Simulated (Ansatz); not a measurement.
`[OH][GeH]([Cl])[Cl]`, relaxed with RKS PBE-D4/def2-SVP in the Gaussian-basis code of Ansatz from a rough embedded geometry. The force threshold is 0.03 eV/Å; the program also tests the step.

Total charge 0; spin multiplicity 1.

Start:

```xyz
6

O    -0.124   -0.132    1.439
Ge   -0.118   -0.028   -0.314
Cl   -1.195   -1.711   -1.064
Cl    1.864   -0.152   -1.035
H     0.383    0.735    1.750
H    -0.809    1.287   -0.776
```

| step | energy (eV) | largest force (eV/Å) | largest move (Å) |
| --- | --- | --- | --- |
| 1 | -83608.3822 | 2.541 | 0.000 |
| 2 | -83608.5402 | 1.057 | 0.081 |
| 3 | -83608.5624 | 0.166 | 0.041 |
| 4 | -83608.5670 | 0.237 | 0.054 |
| 5 (rejected) | -83608.5635 | 0.859 | 0.104 |
| 6 | -83608.5710 | 0.178 | 0.052 |
| 7 | -83608.5784 | 0.166 | 0.100 |
| 8 | -83608.5913 | 0.210 | 0.150 |
| 9 | -83608.6160 | 0.277 | 0.200 |
| 10 | -83608.6443 | 0.072 | 0.200 |
| 11 (rejected) | -83608.4410 | 3.331 | 0.195 |
| 12 | -83608.6533 | 0.291 | 0.097 |
| 13 | -83608.6605 | 0.077 | 0.100 |
| 14 | -83608.6624 | 0.009 | 0.066 |
| 15 (rejected) | -83608.6622 | 0.131 | 0.036 |
| 16 | -83608.6625 | 0.015 | 0.018 |

End:

```xyz
6

O    -0.146    0.501    1.374
Ge   -0.138    0.148   -0.367
Cl   -1.046   -1.785   -0.744
Cl    1.902    0.029   -1.092
H     0.345   -0.173    1.883
H    -0.917    1.281   -1.054
```

Run time 17 s (2 threads of a server CPU on a shared host); peak host memory 0.16 GiB.
